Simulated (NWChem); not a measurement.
Molecule: GeHBrCl₂; SMILES [Br][GeH]([Cl])[Cl]

```xyz
5

Ge     0.4644     0.4190     0.0000
Cl    -0.3535     1.3830    -1.7512
Cl    -0.3535     1.3830     1.7512
Br    -0.1671    -1.7990     0.0000
H      2.0012     0.5435     0.0000
```
Atoms are numbered in this order, from 1.

Results from NWChem. Structure relaxed at the PBE-D3(BJ)/def2-SVP level. Vzz is the largest principal value of the second derivative of the potential at the nucleus (NWChem prints the opposite sign); η is the asymmetry. Non-relativistic.

```json
[
 {"level": "PBE0/def2-TZVP", "Vzz Ge1 (a.u.)": "-1.387", "η Ge1": "0.04", "Vzz Cl3 (a.u.)": "2.721", "η Cl3": "0.02", "Vzz Br4 (a.u.)": "5.320", "η Br4": "0.02", "relative time": "5"},
 {"level": "PBE0/def2-SVP", "Vzz Ge1 (a.u.)": "-1.108", "η Ge1": "0.01", "Vzz Cl3 (a.u.)": "2.515", "η Cl3": "0.02", "Vzz Br4 (a.u.)": "5.279", "η Br4": "0.02", "relative time": "1"},
 {"level": "Hartree-Fock/cc-pVTZ", "Vzz Ge1 (a.u.)": "-1.450", "η Ge1": "0.02", "Vzz Cl3 (a.u.)": "2.485", "η Cl3": "0.01", "Vzz Br4 (a.u.)": "4.973", "η Br4": "0.01", "relative time": "70"},
 {"level": "Hartree-Fock/def2-SVP", "Vzz Ge1 (a.u.)": "-1.233", "η Ge1": "0.01", "Vzz Cl3 (a.u.)": "2.463", "η Cl3": "0.01", "Vzz Br4 (a.u.)": "5.062", "η Br4": "0.01", "relative time": "1"}
]
```

The last column is a rough cost ratio, cheapest run = 1.
